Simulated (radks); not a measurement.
Removal energies from the gallium ion Ga11+, [Ar] 3d(3/2: 2, 5/2: 0), by Delta-SCF beside the eigenvalue of the level emptied. Calculated with a radial shooting solver on a logarithmic mesh with Libxc functionals: Dirac Kohn-Sham, relativistic LDA (MacDonald-Vosko exchange, VWN5 correlation), spin-unpolarised, spherical densities, finite nucleus; Fermi nuclear charge, rms radius of each element as measured or else 0.836 A^(1/3) + 0.57 fm. Sub-shells are occupied by j as written (lower j first in brackets).

removed from                             final configuration  Delta-SCF (eV)  -eigenvalue (eV)
3d3/2                                [Ar] 3d(3/2: 1, 5/2: 0)          317.63            298.29
3p3/2         [Ne] 3s2 3p(1/2: 2, 3/2: 3) 3d(3/2: 2, 5/2: 0)          394.00            375.74
3p1/2         [Ne] 3s2 3p(1/2: 1, 3/2: 4) 3d(3/2: 2, 5/2: 0)          398.94            380.50
3s1/2                        [Ne] 3s1 3p6 3d(3/2: 2, 5/2: 0)          445.78            427.47
